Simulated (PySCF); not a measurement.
(methylsilylamino)silylmethane (C₂H₁₁NSi₂), SMILES C[SiH2]N[SiH2]C.

The structure is a stationary point at PBE0-D3(BJ)/def2-SVP. The values are those of a single conformer.

The numbers are results of CAM-B3LYP/def2-TZVP run with PySCF, not measurements.

Isolated molecule, no solvent.

```
Quantity                                                                                                       Result
---------------------------------------------------------------------------------------------  ----------------------
total energy                                                                                       -716.64941 hartree
point group                                                                                                        Cs
highest occupied level                                                                                       -8.57 eV
lowest empty level                                                                                            1.35 eV
orbital gap                                                                                                   9.92 eV
dipole moment                                                                                               0.306 e·Å
quadrupole, principal values (traceless, Buckingham form, about the centre of nuclear charge)   -3.65, 0.24, 3.42 D·Å
mean static polarisability                                                                      82.9 bohr³ (12.29 Å³)
polarisability, principal values                                                               73.4, 81.9, 93.6 bohr³
```
